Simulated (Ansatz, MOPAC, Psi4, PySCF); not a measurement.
Molecule: cyanosilylidyne, CNSi, net charge 0, doublet state. SMILES: N#C[Si]
Structure (B3LYP-D3(BJ)/def2-TZVP (Ansatz, a quantum-chemistry and plane-wave program) minimum search):
```
C
N 1 1.1636
Si 1 1.8448 2 180.00
```
Charge 0, spin multiplicity 2.

Quantity: vertical ionisation energy to the singlet, in eV. Terms: 6-311+G** with 5d, 6d on Na to Ar in Ansatz; dispersion terms only where a functional's name holds one; non-relativistic; each state is the SCF solution reached for its charge and spin; no spin-orbit coupling; 6-31G* and kin with 6d, 5d where marked; valence correlation only; UHF or UKS for open shells. Ab initio and DFT rows: single points at B3LYP-D3(BJ) geometries (Ansatz). Semi-empirical rows: differences of heats of formation at the shared geometry for vertical values. A UHF reference is markedly spin-contaminated in at least one set, which strains HF and MP2.

```
level               program  vertical ionisation energy to the singlet (eV)
------------------  -------  ----------------------------------------------
MNDO                  MOPAC                                            6.39
HF/6-31G*            Ansatz                                            8.10
HF/6-311+G**         Ansatz                                            8.16
PBE/6-31G*           Ansatz                                            8.37
PBE/6-311+G**        Ansatz                                            8.47
B3LYP/STO-3G         Ansatz                                            5.74
B3LYP/3-21G          Ansatz                                            8.38
B3LYP/6-31G*         Ansatz                                            8.40
B3LYP/6-311+G**      Ansatz                                            8.51
M06-2X/6-31G* (5d)    PySCF                                            8.35
wB97X-D/6-31G*         Psi4                                            8.44
MP2/6-31G*           Ansatz                                            7.66
MP2/6-311+G**        Ansatz                                            7.78
PBE0/def2-TZVPD      Ansatz                                            8.57
wB97M-V/def2-TZVPD   Ansatz                                            8.26
```

No value to compare with is used here. The 13 habitual levels span 5.74 (B3LYP/STO-3G) to 8.51 eV (B3LYP/6-311+G**); PBE0/def2-TZVPD gives 8.57.

The levels are drawn from those run, B3LYP/6-31G* more often than the rest, none by its result; left out are runs that failed, that the program found above a lower state of the same kind, or whose <S^2> lies over 0.5 above the pure value.
